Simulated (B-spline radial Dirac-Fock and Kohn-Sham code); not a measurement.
# X-ray form factors of tin in several charge states

These are calculated numbers from a B-spline atomic structure program; the model is relativistic Hartree-Fock (Dirac-Fock) wave functions, averaged over the configuration.

Configurations: Sn [Kr] 4d10 5s2 5p2; Sn⁺ [Kr] 4d10 5s2 5p1; Sn²⁺ [Kr] 4d10 5s2. The first column is f₀ of Sn, the others are differences from it.

```
s (Å⁻¹)      Sn   Δ Sn⁺  Δ Sn²⁺
      0  50.000  -1.000  -2.000
   0.05  48.924  -0.739  -1.552
    0.1  46.340  -0.274  -0.690
   0.15  43.289  +0.004  -0.083
    0.2  40.294  +0.074  +0.138
   0.25  37.464  +0.055  +0.140
    0.3  34.800  +0.024  +0.078
   0.35  32.310  +0.003  +0.023
    0.4  30.016  -0.007  -0.009
   0.45  27.941  -0.009  -0.021
    0.5  26.096  -0.008  -0.022
    0.6  23.078  -0.004  -0.012
    0.7  20.813   0.000  -0.003
    0.8  19.072  +0.001  +0.002
    0.9  17.646  +0.001  +0.003
      1  16.385  +0.001  +0.003
    1.1  15.202   0.000  +0.001
    1.2  14.063   0.000  +0.001
    1.4  11.913   0.000  -0.001
    1.6  10.033   0.000  -0.001
```
